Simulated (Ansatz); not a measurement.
BClFGeH₃ (`F[B](Cl)[GeH3]`), charge 0, multiplicity 1.

Task: Give a relaxed structure at PBE0-D4/def2-TZVP (Ansatz). (Estimate.)

Result: Ansatz gave: 
Z-matrix (Å, degrees):
```
Ge
B 1 2.074
H 1 1.536 2 111.7
H 1 1.536 2 109.3 3 -120.9
H 1 1.536 2 109.3 3 121.0
Cl 2 1.753 1 120.8 3 -179.9
F 2 1.315 1 122.0 3 0.1
```
Point group Cs.
